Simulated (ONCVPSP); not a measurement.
**Before and after: ONCV potential for Os**

- Element: Os
- Generator: ONCVPSP 4.0.1
- Type: optimised norm-conserving Vanderbilt (ONCV)
- Functional: PBEsol
- Relativity: scalar-relativistic
- Frozen core: [Kr] 4d10 4f14
- Valence charge: 16
- Reference configuration: 5s2 5p6 5d7 6s1
- Partial waves: 5s+6s: rc 1.75 bohr, ncon 4, nbas 7, qcut 5.8 1/bohr, 3 projectors, debl 3.1 Ha; 5p: rc 1.25 bohr, ncon 4, nbas 8, qcut 5.2 1/bohr, 2 projectors, debl 3.2 Ha; 5d: rc 1.60 bohr, ncon 4, nbas 8, qcut 5.1 1/bohr, 2 projectors, debl 2.6 Ha
- Local potential: polynomial inside 1.05 bohr (lpopt 5, dvloc0 0 Ha)
- Core correction: none

All-electron outer shells of the reference configuration (PBEsol, scalar-relativistic, ld1.x):

```tsv
shell	level (eV)	outermost node (bohr)	outermost maximum (bohr)
5s	-89.24	0.51	0.91
4f	-49.59	–	0.40
5p	-48.65	0.55	1.03
6s	-5.47	1.21	2.54
5d	-4.73	0.60	1.38
```

Change: s: ncon 5, nbas 8.

Cutoffs: the cutoffs (Ha) at which the residual kinetic energy of the hardest occupied pseudo-wave falls to 1 and 0.1 mHa per electron; they do not see the model core or the augmentation charge, which bear on the density cutoff. Errors are all-electron minus pseudo energies relative to the spin-unpolarised reference configuration.

How do hardness, ghosts and transferability respond?

The potential gets neither clearly harder nor softer (119 Ha and 139 Ha → 119 Ha and 139 Ha); the p channel sets the loose cutoff, while the largest relative change is in s, which becomes harder; of the 4 tests that both files solve, the error grows in 0 and shrinks in 1 by more than 15 % and 0.3 meV (median size 3.3 → 3.0 meV); neither file shows a bound ghost.

| quantity | base | changed |
| --- | --- | --- |
| cutoff, loose | 119 Ha | 119 Ha |
| cutoff, tight | 139 Ha | 139 Ha |
| loose cutoff by channel | s 14 Ha, p 119 Ha, d 24 Ha | s 22 Ha, p 119 Ha, d 24 Ha |
| bound ghosts | none | none |
| GHOST(+) flags under 300 eV | s at 214.8 eV | s at 276.6 eV |
| error for 5s2 5p6 5d6 6s2, meV [ΔE -0.33 eV] | -0.7 | +0.2 |
| error for 5s2 5p6 5d6 6s1, meV [ΔE 9.30 eV] | -0.6 | -0.5 |
| error for 5s2 5p6 5d6 6s0, meV [ΔE 26.24 eV] | -5.9 | -5.4 |
| error for 5s2 5p5 5d6 6s2, meV [ΔE 56.62 eV] | -95 | -97 |
| s: phases at 1.78 bohr within 0.05 rad from the reference energy up to (Ha; the scan ends near 5) | to the end of the scan | to the end of the scan |
| p: phases at 1.27 bohr within 0.05 rad from the reference energy up to (Ha; the scan ends near 5) | to the end of the scan | to the end of the scan |
| d: phases at 1.63 bohr within 0.05 rad from the reference energy up to (Ha; the scan ends near 5) | to the end of the scan | to the end of the scan |
